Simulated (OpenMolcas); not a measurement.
A calculation on Mo3+.

- Program: OpenMolcas
- Method: MS-RASPT2, IPEA 0.25 Eh, imaginary shift 0.1 Eh (closed shells correlated: 4s 4p)
- Basis: ANO-RCC-VTZP [7s6p4d2f1g]
- Scalar Hamiltonian: DKH2, point nucleus
- Active space: 3 electrons in 9 orbitals (RAS2 4d 5s; RAS3 5p, at most 2 electrons)
- State averaging: 2S+1 = 4 even, 20 roots; 2S+1 = 2 even, 65 roots kept (CI in the orbitals of an earlier block); 2S+1 = 4 odd, 30 roots; 2S+1 = 2 odd, 75 roots kept (CI in the orbitals of an earlier block)
- Spin-orbit coupling: state interaction with AMFI integrals over the reference wave functions, term energies averaged over their components

Task: Which level of the active space comes out lowest?

Result: 4d3 4F 3/2, with 99 % of that term; it is also the measured ground level.

Task: How high does 4d3 2G 9/2 lie?

Result: 12850 cm-1 above the lowest level; measured 12311 cm-1 above the ground level, so the calculation is off by +4 %.

Task: How high does 4d3 2G 7/2 lie?

Result: 12090 cm-1 above the lowest level; measured 11580 cm-1 above the ground level, so the calculation is off by +4 %.

Task: How high does 4d3 2D 5/2(1) lie?

Result: 17520 cm-1 above the lowest level; measured 16809 cm-1 above the ground level, so the calculation is off by +4 %.

Task: The level at 14640 cm-1 has J = 3/2. What is it made of, and what is its g factor?

Result: 47 % 4d3 2P 3/2, 38 % 4d3 2D(1), 14 % 4d3 4P; g = 1.183, against 1.334 from Landé's formula for the pure leading term.

Measured values: Sugar and Musgrove, J. Phys. Chem. Ref. Data 17, 155 (1988).

CASPT2 breaks the degeneracy within a term, and the mean is taken; among the terms shown or strongly mixed into the levels shown the widest spread is 810 cm-1 (4d3 4F). Blocks of more than 70 roots (2S+1 = 2 odd) ran without multistate coupling. Terms from blocks run as CI alone lack orbitals of their own. The CASPT2 spread within a term exceeds the gap to the next term for 4d3 2H and 4d3 2D(1), so the order of their levels is uncertain. Computed and measured levels are paired by configuration, term and J; levels that our copy of the source lacks, or whose pairing is in doubt (as where it misses far off the trend of its configuration), stay unpaired and out of the deviations. Only configurations of the active space appear.

A number in round brackets counts repeated terms of one configuration in the order of the reference energies.
